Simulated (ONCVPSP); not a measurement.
Configuration tests for neon (Ne) (ONCV)

ONCVPSP 4.0.1 input, shortened (lines: element, Z, core and valence counts, functional; n l f; lmax; l rc ep ncon nbas qcut; lloc lpopt rc5 dvloc0; l nproj debl; icmod fcfact rcfact), LDA (Perdew-Wang 92), scalar-relativistic:

```
  Ne 10.00    1    2  -001012      upf
    1    0    2.00
    2    0    2.00
    2    1    6.00
    2
    0    0.65    0.00    3    6   11.40
    1    1.25    0.00    4    7   11.20
    2    1.30    0.04    4    9    8.00
    4    2    0.40    0.00
    0    1    3.30
    1    2    2.90
    2    2    0.40
    0    0.00    0.00
```

Energies are relative to the spin-unpolarised reference configuration 2s2 2p6; without spin polarisation the order of configurations can differ from experiment.

| valence configuration | charge | ΔE all-electron (eV) | error AE − PS (meV) |
| --- | --- | --- | --- |
| 2s2 2p5 | +1 | 22.657 | +28 |
| 2s2 2p3 | +3 | 133.599 | +838 |

(1) What are ΔE and the potential's error for 2s2 2p2?

(2) What are ΔE and the potential's error for 2s2 2p4?

Levels in the configuration 2s2 2p4:

| level | all-electron (eV) | pseudo (eV) |
| --- | --- | --- |
| 2s | -77.703 | -77.658 |
| 2p | -54.944 | -54.590 |

Answers

(1) ΔE = 228.297 eV all-electron; the error (AE − PS) is +2269 meV.

(2) ΔE = 66.066 eV all-electron; the error (AE − PS) is +223 meV.
